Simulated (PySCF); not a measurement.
## Correlation energy of P⁺ (phosphorus, charge +1)

[Ne] 3s2 3p2, high-spin 3P determinant. All numbers are calculated (PySCF 2.14, the spin-free X2C one-electron Hamiltonian (Gaussian nucleus), in x2c-TZVPall (5s5p2d1f, 37 functions)). Frozen: [Ne]; 4 electrons correlated.

MP2 pair energies summed by pair of shells (mhartree):

```tsv
pair	energy	share (%)
3s-3p	-37.54	62.1
3s-3s	-16.57	27.4
3p-3p	-6.35	10.5
```

Total MP2 correlation energy: -60.47 mhartree.

Same-spin part -10.21 and opposite-spin part -50.26 mhartree; SCS-MP2 scales them by 1/3 and 6/5 to -63.71 mhartree.

```json
{"level": "CCSD", "correlation energy (mhartree)": "-81.04"}
{"level": "(T)", "correlation energy (mhartree)": "-2.23"}
{"level": "CCSD(T)", "correlation energy (mhartree)": "-83.27"}
```

Diagnostics: T1 = 0.0096, D1 = 0.0249, largest double amplitude 0.103.

Q: Is a single reference adequate?

A: Mostly. T1 lies below 0.03, but a double amplitude of this size points to a near-degeneracy that CCSD handles and MP2 describes poorly.
